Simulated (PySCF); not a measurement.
# Radiative rates from a computed spectrum

Species: C10H7F3O.
Cartesian coordinates in Å at the PBE0-D3(BJ)/def2-SVP level; atoms count from 1:
```xyz
21
C10H7F3O angstrom
O      3.1945   -1.3139   -0.9604
C      2.9180   -0.3652   -0.2676
C      1.5643    0.0894    0.0666
C      0.4988   -0.5771   -0.4232
C     -0.9105   -0.2852   -0.2105
C     -1.8693   -1.1244   -0.8024
C     -3.2296   -0.8898   -0.6286
C     -3.6546    0.1914    0.1413
C     -2.7133    1.0362    0.7357
C     -1.3561    0.8023    0.5628
C      4.0511    0.4793    0.3532
F      3.9626    0.4488    1.6872
F      5.2421    0.0402   -0.0013
F      3.9353    1.7557   -0.0295
H      1.4612    0.9660    0.7101
H      0.7264   -1.4423   -1.0573
H     -1.5328   -1.9712   -1.4062
H     -3.9613   -1.5524   -1.0961
H     -4.7218    0.3795    0.2802
H     -3.0449    1.8847    1.3383
H     -0.6311    1.4709    1.0311
```

Method: PySCF, TDDFT B3LYP/def2-SVPD, vertical, gas phase, core orbitals frozen in the response.

A / s⁻¹ = 0.6670 f (ν̃ / cm⁻¹)² and τ = 1/A in vacuum; |μ| follows from f = (2/3) ΔE |μ|² (atomic units, 1 au = 2.5417 D); ∫σ dE = 109.76 f Mb·eV.

The rates are for emission to S0 at the absorption energy, with no other channel.

Energies and rates of the computed singlets with f of 0.002 or more:

| state | λ (nm) | A (s⁻¹) |
| --- | --- | --- |
| S2 | 309.1 | 4.16×10⁸ |
| S3 | 299.6 | 4.23×10⁷ |
| S4 | 229.7 | 4.55×10⁷ |
| S5 | 221.7 | 9.37×10⁷ |
| S6 | 208.5 | 5.26×10⁷ |

**Question.** Which f and |μ| stand behind these rates?

**Answer.** f = A / (0.6670 ν̃²), and |μ| follows from f:

```json
{"state": "S2", "f": "0.596", "|μ| (D)": "6.26", "τ": "2.4 ns", "main configurations (H = HOMO, L = LUMO)": "H→L (94%)"}
{"state": "S3", "f": "0.057", "|μ| (D)": "1.90", "τ": "24 ns", "main configurations (H = HOMO, L = LUMO)": "H-1→L (89%)"}
{"state": "S4", "f": "0.036", "|μ| (D)": "1.33", "τ": "22 ns", "main configurations (H = HOMO, L = LUMO)": "H→L+1 (77%), H-1→L+2 (14%)"}
{"state": "S5", "f": "0.069", "|μ| (D)": "1.80", "τ": "11 ns", "main configurations (H = HOMO, L = LUMO)": "H-3→L (67%), H→L+2 (29%)"}
{"state": "S6", "f": "0.034", "|μ| (D)": "1.23", "τ": "19 ns", "main configurations (H = HOMO, L = LUMO)": "H→L+2 (49%), H-1→L+1 (29%), H-3→L (19%)"}
```

**Question.** Suppose S2 emitted 0.3 eV lower with the same transition dipole. How would A change?

**Answer.** At fixed |μ|, A goes as the cube of the energy: (3.71/4.01)³ = 0.79, which makes τ about 3 ns.

**Question.** How much energy does a mole of photons resonant with S2 carry?

**Answer.** 4.011 eV × 96.485 = 387 kJ/mol (92 kcal/mol).

**Question.** What is the integrated cross-section of all computed states together?

**Answer.** Σf = 0.793 over S1 to S10, so 109.76 × Σf ≈ 87.1 Mb·eV.

One conformer stands for the species.
